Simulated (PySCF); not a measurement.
# Electron correlation in Re (rhenium, neutral)

[Xe] 4f14 5d7, high-spin 4F determinant (an excited configuration). Calculation: PySCF 2.14, in aug-cc-pVTZ-PP with ECP60MDF (6s6p5d3f2g, 88 functions); scalar relativity through the core potential. Frozen: 5s2 5p6; 7 electrons correlated.

```json
{"level": "CCSD", "correlation energy (mhartree)": "-174.53"}
{"level": "(T)", "correlation energy (mhartree)": "-26.43"}
{"level": "CCSD(T)", "correlation energy (mhartree)": "-200.96"}
```

Diagnostics: T1 = 0.011, D1 = 0.0188, largest double amplitude 0.132.

Spin-orbit coupling, absent here, splits the open shell strongly.

Cost of the coupled-cluster step: roughly 40 core-seconds, for 7 correlated electrons.

Iterations:

```
CC2 = 0
CCSD nocc = (np.int64(5), np.int64(2)), nmo = (84, 84)
frozen orbitals [[0, 1, 2, 3], [0, 1, 2, 3]]
max_cycle = 100
direct = 0
conv_tol = 1e-08
conv_tol_normt = 1e-06
diis_space = 8
diis_start_cycle = 0
Init t2, MP2 energy = -0.16468799873871
Init E_corr(UCCSD) = -0.164687998740999
cycle = 1  E_corr(UCCSD) = -0.16354327015423  dE = 0.00114472859  norm(t1,t2) = 0.056534
cycle = 2  E_corr(UCCSD) = -0.166059759323236  dE = -0.00251648917  norm(t1,t2) = 0.0381838
cycle = 3  E_corr(UCCSD) = -0.167167684178385  dE = -0.00110792486  norm(t1,t2) = 0.0320587
cycle = 4  E_corr(UCCSD) = -0.171006727487325  dE = -0.00383904331  norm(t1,t2) = 0.0282077
cycle = 5  E_corr(UCCSD) = -0.173011077586592  dE = -0.0020043501  norm(t1,t2) = 0.0176935
cycle = 6  E_corr(UCCSD) = -0.173859853976048  dE = -0.000848776389  norm(t1,t2) = 0.0095935
cycle = 7  E_corr(UCCSD) = -0.17425724984305  dE = -0.000397395867  norm(t1,t2) = 0.00530718
cycle = 8  E_corr(UCCSD) = -0.174350521565171  dE = -9.32717221e-05  norm(t1,t2) = 0.00337002
cycle = 9  E_corr(UCCSD) = -0.174410021952989  dE = -5.95003878e-05  norm(t1,t2) = 0.00227794
cycle = 10  E_corr(UCCSD) = -0.174495661658623  dE = -8.56397056e-05  norm(t1,t2) = 0.00127946
cycle = 11  E_corr(UCCSD) = -0.174495384277347  dE = 2.77381276e-07  norm(t1,t2) = 0.000783646
cycle = 12  E_corr(UCCSD) = -0.174517797714662  dE = -2.24134373e-05  norm(t1,t2) = 0.000474276
cycle = 13  E_corr(UCCSD) = -0.174519351665801  dE = -1.55395114e-06  norm(t1,t2) = 0.000183191
cycle = 14  E_corr(UCCSD) = -0.174520745576165  dE = -1.39391036e-06  norm(t1,t2) = 9.08945e-05
cycle = 15  E_corr(UCCSD) = -0.174523812498098  dE = -3.06692193e-06  norm(t1,t2) = 4.54942e-05
cycle = 16  E_corr(UCCSD) = -0.174525447527594  dE = -1.6350295e-06  norm(t1,t2) = 2.24957e-05
cycle = 17  E_corr(UCCSD) = -0.174526546600858  dE = -1.09907326e-06  norm(t1,t2) = 1.30983e-05
cycle = 18  E_corr(UCCSD) = -0.174526996801076  dE = -4.50200218e-07  norm(t1,t2) = 7.20399e-06
cycle = 19  E_corr(UCCSD) = -0.174527147533344  dE = -1.50732268e-07  norm(t1,t2) = 4.14253e-06
cycle = 20  E_corr(UCCSD) = -0.174527231480135  dE = -8.39467913e-08  norm(t1,t2) = 2.73007e-06
cycle = 21  E_corr(UCCSD) = -0.174527364072367  dE = -1.32592232e-07  norm(t1,t2) = 2.05819e-06
cycle = 22  E_corr(UCCSD) = -0.174527442753751  dE = -7.86813841e-08  norm(t1,t2) = 1.39991e-06
cycle = 23  E_corr(UCCSD) = -0.174527505103068  dE = -6.23493165e-08  norm(t1,t2) = 9.4938e-07
cycle = 24  E_corr(UCCSD) = -0.174527529630862  dE = -2.45277944e-08  norm(t1,t2) = 5.84045e-07
cycle = 25  E_corr(UCCSD) = -0.174527534287507  dE = -4.65664468e-09  norm(t1,t2) = 3.42354e-07
UCCSD converged
E(UCCSD) = -77.79509378374445  E_corr = -0.1745275342875069
UCCSD(T) correction = -0.0264344779280445
```
